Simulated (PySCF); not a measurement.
Numbering as in the mapped SMILES `[O:1]=[C:2]=[N:3][c:4]1[cH:5][cH:6][cH:7][c:8]([F:9])[cH:10]1`. Hydrogens are named by the atom that carries them.

- geometry: PBE0-D3(BJ)/def2-SVP
- J: B3LYP/pcJ-1 (spin–dipole term only in couplings to heteroatoms)
- shieldings: GIAO HF/pcSseg-1
- run in PySCF
- single conformer, no relativistic terms, in vacuum

References, each an isolated molecule treated in the same way: TMS for $^{1}$H (σref 31.69).

The spectrum was simulated from the full spin Hamiltonian at 600 MHz with 0.6 Hz Lorentzian lines, from shifts rounded to 0.01 ppm and J to 0.1 Hz, couplings under 1 Hz left out.

Question: List the maxima of its $^{1}$H spectrum with integrals.

Answer: 
Maxima in Hz from TMS (height), grouped by integral:
1H: 4578.1 (43), 4572.4 (43), 4569.1 (64), 4568.9 (65), 4563.2 (67), 4559.9 (48), 4554.2 (46)
2H: 4315.2 (39), 4313.4 (49), 4312.9 (63), 4311.1 (60), 4305.8 (72), 4305.4 (53), 4303.4 (83), 4302.9 (74), 4301.1 (61), 4297.4 (71), 4296.5 (60), 4295.1 (38), 4294.1 (43), 4288.2 (53), 4285.8 (39)
1H: 4235.2 (100), 4233.5 (96), 4226.4 (95), 4224.6 (91)

Question: Summarise it as multiplets with assignments.

Answer: $^{1}$H NMR (600 MHz, computed): δ 7.61 (m, 1H, H(C6)), 7.18 (dt, J = 10.0, 2.1 Hz, 1H, H(C10)), 7.16 (ddd, J = 9.4, 8.3, 2.4 Hz, 1H, H(C7)), 7.05 (dd, J = 8.9, 1.8 Hz, 1H, H(C5)). These are first-order names; overlap and second-order distortion can hide them in the list.

Multiplet labels drop couplings under 1 Hz and merge nearly equal ones. Unscaled 3J(H,H) at this level run about 10 % above measured values.
